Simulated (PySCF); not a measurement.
## Trend along the fifth-period p block: MCl anions

CCSD(T) with triple-zeta basis sets in PySCF, for the lowest determinant that a PBE0 search found; no spin–orbit coupling. De refers to high-spin ground-configuration atoms (the charge goes to the atom of lower measured ionisation energy or higher electron affinity, which is not always the lowest computed limit).

| M | basis | reference, frozen orbitals | charged atom | state (unpaired electrons) | Re (Å) | ωe (cm⁻¹) | De (eV) |
| --- | --- | --- | --- | --- | --- | --- | --- |
| In | def2-TZVPPD | UHF, 9 | Cl− | doublet (π ↑) | 2.587 | 217 | 1.33 |
| Sn | def2-TZVPPD | UHF, 9 | Cl− | triplet (π ↑↑) | 2.544 | 245 | 1.75 |
| Sb | def2-TZVPPD | UHF, 9 | Cl− | doublet (π ↑) | 2.491 | 280 | 0.65 |

The shortest bond is that of SbCl⁻ (2.491 Å), the longest that of InCl⁻ (2.587 Å). SnCl⁻ is bound most strongly (1.75 eV) and SbCl⁻ least (0.65 eV).

The state changes along the series, so neighbouring rows are not always alike in their bonding.

Correlated steps freeze 9 core orbitals. Spin–orbit coupling is left out, which matters for elements this heavy, above all for dissociation energies. For an ion De counts to the pair picked by the measured ionisation energies or electron affinities, which need not be the lowest pair at this level. States were picked by a PBE0 search and need not be the measured ground states.
